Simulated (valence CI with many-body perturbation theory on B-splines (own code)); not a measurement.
**Which ion has this spectrum?**

A relativistic CI+MBPT calculation for an atom or ion with 40 electrons gives these levels (eV):

| J | Parity | E | g |
| --- | --- | --- | --- |
| 0 | even | 0.000 |  |
| 1 | even | 20.224 | 1.50 |
| 4 | even | 25.560 | 1.07 |
| 2 | even | 26.155 | 1.23 |
| 3 | even | 27.602 | 1.13 |
| 0 | even | 44.229 |  |
| 2 | even | 44.658 | 1.26 |
| 4 | even | 45.634 | 1.15 |
| 3 | even | 46.156 | 1.17 |
| 5 | even | 48.168 | 1.08 |
| 1 | even | 49.665 | 1.09 |
| 6 | even | 49.675 | 1.08 |
| 3 | even | 51.288 | 1.08 |
| 4 | even | 51.599 | 1.03 |

The energies are calculated, and their last digits are not significant.

Task: Which is it?
A. Au39+
B. Tl41+
C. Pt38+
D. Os36+

Result: C. Pt38+, ground level (4d3/2^4) J=0.
